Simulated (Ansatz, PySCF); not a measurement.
The PySCF input:
```python
from pyscf import gto, scf, dft

mol = gto.Mole()
mol.atom = '''
    Sb    0.00000000    0.00000000    0.00000000
'''
mol.basis = 'def2-svp'
mol.ecp = {'Sb': 'def2-svp'}
mol.charge = -1
mol.spin = 2
mol.verbose = 4
mol.build()

mf = dft.UKS(mol)
mf.xc = 'b3lyp'
mf.grids.atom_grid = (99, 590)
mf.grids.prune = None
mf.kernel()
```

Question: Give the equivalent Ansatz (an electronic-structure program) input.

Answer: This is not unique; one that fits is 
Ansatz 0.2 input:
```yaml
crystal:
  periodic: [false, false, false]
  atoms:
    - {symbol: Sb, position_ang: [0.00000000, 0.00000000, 0.00000000]}
basis:
  gaussian:
    orbitals: def2-SVP
hamiltonian:
  xc: b3lyp
total_charge: -1
magnetization: {spin_polarized: true, initial_magnetization: 2}
accuracy: high
```

Both were run: PySCF gave -240.306624 Eh and Ansatz -240.306624 Eh, 0.000 mEh apart.
